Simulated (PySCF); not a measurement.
CF$_{4}$ (SMILES FC(F)(F)F), singlet, geometry from GFN2-xTB. Base run: TPSS/cc-pVDZ (PySCF).

Input for PySCF:
```python
from pyscf import gto, scf, dft

mol = gto.M(
    atom='''
C     0.000000    0.000000   -0.000000
F     0.761567    0.766691    0.747684
F    -0.749402   -0.756914    0.769615
F    -0.767915    0.750644   -0.757410
F     0.755750   -0.760420   -0.759889
''',
    basis='cc-pvdz',
    charge=0,
    spin=0,
    verbose=4,
)

mf = dft.RKS(mol)
mf.xc = 'tpss'
mf.kernel()
```

Each row names what was changed in the base input (with any setting that the change needs).

```csv
change,ΔE vs base (mEh),fitting functions
base,0.000,-
auxbasis = even-tempered beta=1.6,-0.031,845
auxbasis = def2-tzvp-ri,-0.339,380
auxbasis = autoaux,-0.131,555
auxbasis = cc-pvtz-ri,-0.364,405
auxbasis = def2-universal-jfit,-0.210,245
auxbasis = cc-pvtz-jkfit,-0.108,395
auxbasis = cc-pvqz-jkfit,-0.078,530
auxbasis = even-tempered beta=2.0,-0.183,600
auxbasis = cc-pvdz-jkfit,-0.207,350
```

A fitting set is made for a task (jfit for Coulomb, jkfit for Coulomb and exchange, ri for correlation) and for a family of orbital bases.
